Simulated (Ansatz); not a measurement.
Program: Ansatz. Geometries: PBE0-D4/def2-TZVP. ΔE: electronic, gas phase. CCSD(T)/CBS adds triple-zeta CCSD(T) − MP2 to the extrapolated MP2 energy (def2 sets, frozen cores). This one scheme is used for every species. Functionals use def2-TZVPP. For Ge outer-core shells are correlated without core-valence functions, which leaves a few kJ/mol of doubt a bond. Scalar relativity is left out up to krypton. Each species was taken in one conformer, which may not be the lowest.

Reaction (ligand exchange at a Ge–C bond): `[OH][GeH2][CH2]Cl` + `SS` → `[OH][GeH2][S]S` + `CCl`

Q: Is it downhill or uphill in electronic energy at CCSD(T)/CBS, and by how much? (An estimate is asked.)

A: The calculation gave: Downhill: ΔE = -0.72 eV.

Q: What do these levels give: PBE-D4, revPBE-D4, B97M-V, r2SCANh-D4, r2SCAN0-D4, CAM-B3LYP-D4, B2PLYP, MP2/def2-SVP, CCSD/def2-SVP, HF/def2-TZVPP, CCSD(T)/def2-TZVPP, CCSD/CBS(def2)? (Estimate.)

A: Computed: PBE-D4 -0.79, revPBE-D4 -0.79, B97M-V -0.78, r2SCANh-D4 -0.78, r2SCAN0-D4 -0.78, CAM-B3LYP-D4 -0.73, B2PLYP -0.75, MP2/def2-SVP -0.75, CCSD/def2-SVP -0.71, HF/def2-TZVPP -0.75, CCSD(T)/def2-TZVPP -0.71, CCSD/CBS(def2) -0.70 eV.

Largest T1 diagnostic among the species: 0.012.

Leaving LDA and LC-ωPBE aside and taking each functional with its dispersion term where it has one, the values, not all of them listed here, spread over 0.07 eV, from revPBE-D4 to ωB97X-V. LDA lies +0.04 eV from PBE without D4.
